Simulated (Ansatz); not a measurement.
Name a neutral molecule of C, Cl, Ga, P and H with HOMO–LUMO gap (ωB97M-V/def2-TZVPP) between 11.70 and 12.00 eV and HOMO energy (PBE0/def2-TZVPP) between -8.05 and -7.75 eV (Ansatz, PBE0-D4/def2-TZVP geometry).

`CC[P+](CC)(CC)[Ga-]([Cl])([Cl])[Cl]` (11.75 eV, -7.84 eV). Other molecules can fit too; these were computed, each in one conformer that needn't be the lowest.
